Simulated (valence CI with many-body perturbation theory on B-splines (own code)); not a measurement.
# Sm XXXII: calculated level list

Computed by relativistic CI+MBPT: three valence electrons over a frozen Dirac-Fock core [Ar] 3d10, a basis of 11 s, 11 p, 9 d, 7 f, 5 g, 2 h, 1 i functions for each j, with the one-electron correlation potential Σ1, the two-electron term Σ2, the three-electron term Σ3, Breit, model QED; selected CI, second order for the rest (own B-spline code, finite nucleus).

No measured spectrum was set against this ion. As an estimate, large intervals hold to a few tenths of a per cent, small ones and those within an open d or f shell to about a per cent.

Levels 1 to 45 of 66, with energies above the lowest level, (4s^2 4p1/2) J=1/2. "Leading %" is the weight of the configuration and term that name the level; weights of strongly mixed levels are sums over their largest components and can fall short. In the jj column 3d3/2^4 stands for four electrons in 3d with j = 3/2.

```tsv
No.	Configuration	Term	J	E (cm⁻¹)	Leading %	g	Leading jj
1	4s²4p	²P°	1/2	0	99	0.662	4s^2 4p1/2 (99 %)
2	4s²4p	²P°	3/2	303930	99	1.331	4s^2 4p3/2 (99 %)
3	4s4p²	⁴P	1/2	544580	68	2.338	4s 4p1/2^2 (93 %)
4	4s4p²	⁴P	3/2	777770	94	1.681	4s 4p1/2 4p3/2 (98 %)
5	4s4p²	²D	5/2	826080	50	1.395	4s 4p1/2 4p3/2 (96 %)
6	4s4p²	²D	3/2	898830	71	0.936	4s 4p1/2 4p3/2 (92 %)
7	4s4p²	²P	1/2	924510	71	1.177	4s 4p1/2 4p3/2 (91 %)
8	4s4p²	⁴P	5/2	1106100	50	1.397	4s 4p3/2^2 (92 %)
9	4s4p²	²P	3/2	1217700	54	1.118	4s 4p3/2^2 (57 %)
10	4s4p²	²S	1/2	1229000	69	1.814	4s 4p3/2^2 (96 %)
11	4s²4d	²D	3/2	1291400	60	0.921	4s^2 4d3/2 (60 %)
12	4s²4d	²D	5/2	1333700	91	1.202	4s^2 4d5/2 (91 %)
13	4p³	²P°	3/2	1458700	42	1.337	4p1/2^2 4p3/2 (93 %)
14	4s4p4d	⁴F°	3/2	1683000	68	0.650	4s 4p1/2 4d3/2 (85 %)
15	4p³	²D°	5/2	1698500	43	1.133	4s 4p1/2 4d3/2 (51 %)
16	4p³	⁴S°	3/2	1716400	44	1.269	4p1/2 4p3/2^2 (74 %)
17	4s4p4d	⁴F°	5/2	1747400	52	1.103	4p1/2 4p3/2^2 (32 %)
18	4p³	²P°	1/2	1799000	67	0.582	4p1/2 4p3/2^2 (67 %)
19	4s4p4d	⁴D°	3/2	1803100	48	1.339	4s 4p1/2 4d3/2 (69 %)
20	4s4p4d	⁴D°	1/2	1803500	50	0.439	4s 4p1/2 4d3/2 (68 %)
21	4s4p4d	⁴P°	5/2	1810400	50	1.435	4s 4p1/2 4d5/2 (89 %)
22	4s4p4d	⁴F°	7/2	1816300	62	1.256	4s 4p1/2 4d5/2 (88 %)
23	4s4p4d	²F°	5/2	1891800	72	0.957	4s 4p1/2 4d5/2 (71 %)
24	4s4p4d	²D°	3/2	1921100	42	1.019	4s 4p1/2 4d5/2 (56 %)
25	4p³	²P°	3/2	2026300	27	1.290	4p3/2^3 (50 %)
26	4s4p4d	⁴F°	9/2	2041100	100	1.331	4s 4p3/2 4d5/2 (100 %)
27	4s4p4d	⁴D°	5/2	2043300	56	1.277	4s 4p3/2 4d3/2 (92 %)
28	4s4p4d	⁴P°	1/2	2044000	88	2.356	4s 4p3/2 4d3/2 (98 %)
29	4s4p4d	⁴D°	7/2	2052900	54	1.325	4s 4p3/2 4d3/2 (62 %)
30	4s4p4d	⁴P°	3/2	2055600	44	1.446	4s 4p3/2 4d3/2 (60 %)
31	4s4p4d	²D°	5/2	2114100	48	1.334	4s 4p3/2 4d5/2 (97 %)
32	4s4p4d	²D°	3/2	2116000	65	0.975	4s 4p3/2 4d3/2 (55 %)
33	4s4p4d	²F°	5/2	2151700	66	0.905	4s 4p3/2 4d3/2 (75 %)
34	4s4p4d	²F°	7/2	2167500	94	1.153	4s 4p3/2 4d5/2 (74 %)
35	4s4p4d	²F°	7/2	2175400	58	1.205	4s 4p3/2 4d5/2 (75 %)
36	4s4p4d	²P°	1/2	2187800	79	0.601	4s 4p3/2 4d3/2 (81 %)
37	4s4p4d	²P°	1/2	2235200	91	0.673	4s 4p3/2 4d5/2 (82 %)
38	4s4p4d	²P°	3/2	2258000	84	1.309	4s 4p3/2 4d5/2 (94 %)
39	4s4p4d	²D°	5/2	2264500	74	1.142	4s 4p3/2 4d5/2 (78 %)
40	4s4p4d	²D°	3/2	2267100	38	1.077	4s 4p3/2 4d3/2 (36 %)
41	4p²4d	⁴F	3/2	2344700	42	0.744	4p1/2^2 4d3/2 (96 %)
42	4s²4f	²F°	5/2	2369200	74	0.863	4s^2 4f5/2 (74 %)
43	4s²4f	²F°	7/2	2373600	80	1.145	4s^2 4f7/2 (80 %)
44	4p²4d	⁴F	5/2	2433600	25	1.183	4p1/2^2 4d5/2 (90 %)
45	4p²4d	²F	5/2	2585100	53	0.934	4p1/2 4p3/2 4d3/2 (91 %)
```

Where two levels of one J and parity lie close, their mixing, g and order are uncertain.

The ionisation energy to 4s² ¹S0 of the next ion comes out as 1227.8 eV (NIST: 1226 ± 4 eV (theoretical)). All 66 levels together are meant to be complete up to 2930900 cm⁻¹.
